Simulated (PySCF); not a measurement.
## Working out the ionisation energy of Cu⁺

Cu⁺ [Ar] 3d10 (1S) → Cu²⁺ [Ar] 3d9 (2D). Calculation: PySCF 2.14, in aug-cc-pVDZ-DK; scalar relativity by spin-free X2C-1e. Frozen: [Ar]. Energies in hartree (1 hartree = 27.21139 eV):

| part | Cu⁺ (lower) | Cu²⁺ (upper) |
| --- | --- | --- |
| UHF | -1652.906512 | -1652.275260 |
| MP2 opposite-spin | -0.265394 | -0.184611 |
| MP2 same-spin | -0.159758 | -0.111362 |

**Question.** What does Hartree-Fock give?

**Answer.** (-1652.275260) − (-1652.906512) = 0.631252 hartree = 17.177 eV.

**Question.** What do MP2 and SCS-MP2 (6/5 opposite-spin, 1/3 same-spin) give?

**Answer.** The opposite-spin parts differ by 2.198 eV and the same-spin parts by 1.317 eV. MP2: 17.177 + (2.198) + (1.317) = 20.692 eV. SCS-MP2: 17.177 + 1.2 × (2.198) + (1.317)/3 = 20.254 eV.

A first-order spin-orbit estimate adds -0.106 eV to MP2 (valence), giving 20.586 eV against 20.292 eV (measured; NIST Atomic Spectra Database, ionization energies).

A double-zeta basis recovers only part of the correlation energy.

What remains against the reference includes basis incompleteness, the frozen core and correlation beyond second order.
